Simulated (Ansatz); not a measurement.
Reaction (hydrogenolysis of a Ge–F bond): `[F][GeH]([F])[O][SiH3]` + H₂ → `[F][GeH2][O][SiH3]` + H–F

Calculated with Ansatz (gas phase, PBE0-D4/def2-TZVP geometries, no zero-point term in ΔE). CCSD(T)/CBS is the MP2 limit (def2-TZVPP, def2-QZVPP) plus CCSD(T) − MP2 in def2-TZVPP, frozen cores. This one scheme is used for every species. DFT in def2-TZVPP. B3LYP here is the variant with VWN-RPA as its local correlation; programs differ in this. HSE06 is defined as in plane-wave codes. For Ge outer-core shells are correlated without core-valence functions, which leaves a few kJ/mol of doubt a bond. Scalar relativity is left out up to krypton. One conformer a species, not always the lowest.

`[F][GeH]([F])[O][SiH3]`:

Z-matrix (Å, degrees):
```
Ge
F 1 1.718
O 1 1.729 2 108.3
F 1 1.717 2 104.7 3 115.5
H 1 1.517 2 111.3 3 -124.4
Si 3 1.652 1 137.1 2 51.3
H 6 1.483 3 107.9 1 132.7
H 6 1.483 3 108.9 1 -108.2
H 6 1.485 3 110.5 1 12.4
```

H₂:

Cartesian coordinates in Å:
```
H 0.051 0.299 0.217
H -0.051 -0.299 -0.217
```

`[F][GeH2][O][SiH3]`:

```xyz
9

F     1.370   -1.927   -0.131
Ge    0.054   -1.348    0.841
O    -0.007    0.387    0.607
Si   -0.122    1.392   -0.687
H     0.409   -1.608    2.303
H    -1.212   -2.009    0.286
H     1.227    1.723   -1.212
H    -0.921    0.755   -1.769
H    -0.798    2.634   -0.239
```

H–F:

```xyz
2

F     0.053   -0.454    0.051
H    -0.053    0.454   -0.051
```

CCSD(T)/CBS gives +0.55 eV.

Q: Another level gave +0.62 eV. Which?
A. HSE06/def2-TZVPP
B. B3LYP/def2-TZVPP
C. r2SCAN-D4/def2-TZVPP
D. MP2/def2-TZVPP

A: D. MP2/def2-TZVPP 0.62, HSE06 0.51, B3LYP 0.57, r2SCAN-D4 0.67 eV.

Largest T1 diagnostic among the species: 0.012.

From PBE to PBE0 (25 % exact exchange), in def2-TZVPP and without D4, ΔE moves by −0.03 eV. At CCSD(T), def2-SVP lies +0.09 eV from the extrapolated value and def2-TZVPP +0.04 eV.
